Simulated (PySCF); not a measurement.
Compound: C4H9FGe.
Z-matrix (Å and degrees, PBE0-D3(BJ)/def2-SVP geometry), rows numbered from 1:
```
C 
Ge  1  1.9448
C   2  1.9873  1  115.82
C   3  1.5345  2   87.64  1    92.15
F   4  1.3893  3  107.94  2   -88.90
C   4  1.5344  3  102.28  2    24.74
H   1  1.0999  2  110.75  3    77.72
H   1  1.0999  2  110.81  3  -161.85
H   1  1.0988  2  108.54  3   -42.03
H   2  1.5451  1  111.65  3  -138.13
H   3  1.0987  2  122.46  1   -24.76
H   3  1.1008  2  110.50  1  -155.85
H   4  1.1056  3  115.89  2   151.83
H   6  1.1008  2  110.53  1   155.77
H   6  1.0988  2  122.44  1    24.69
```

Computed with PySCF at B3LYP/def2-SVPD, non-relativistic, on one gas-phase PBE0-D3(BJ)/def2-SVP geometry that isn't relaxed in the solvent. The solvent is an IEF-PCM continuum (van der Waals radii × 1.2), and excitations are vertical TDDFT with non-equilibrium linear response and a frozen core. The model holds no explicit solvent molecules, cavitation or dispersion. Spin–orbit coupling is left out although an atom past zinc is present.

| run | E − E(gas) (kcal/mol) | HOMO (eV) | HOMO–LUMO gap (eV) | dipole (D) | lowest singlet (eV) | static polarisability (au) |
| --- | --- | --- | --- | --- | --- | --- |
| gas | 0.00 | -7.62 | 7.91 | 1.40 | 6.88 | 78.9 |
| P | -2.52 | -7.47 | 7.95 | 1.88 | 6.90 | 108.4 |
| Q | -1.81 | -7.50 | 7.94 | 1.72 | 6.89 | 98.6 |

Task: The runs were made in chloroform and dimethylsulfoxide. Which run belongs to which solvent?

Result: P = dimethylsulfoxide, Q = chloroform. The dielectric constants are 4.711 (chloroform), 46.83 (dimethylsulfoxide), and the energy falls further as ε rises. The optical constants n² used for the excitations are 2.09, 2.19 in the same order. In this model the ground state sees the solvent through ε alone.

Task: How constant is the ratio of the lowering to (ε − 1)/(2ε + 1)?

Result: 
| solvent | (ε − 1)/(2ε + 1) | E − E(gas) (kcal/mol) | ratio (kcal/mol) | polarisation term (kcal/mol) |
| --- | --- | --- | --- | --- |
| chloroform | 0.356 | -1.81 | -5.1 | -1.99 |
| dimethylsulfoxide | 0.484 | -2.52 | -5.2 | -2.90 |

The ratio changes by +2.3 % in size from chloroform to dimethylsulfoxide. The polarisation term is half the interaction of the solute with the induced surface charges.
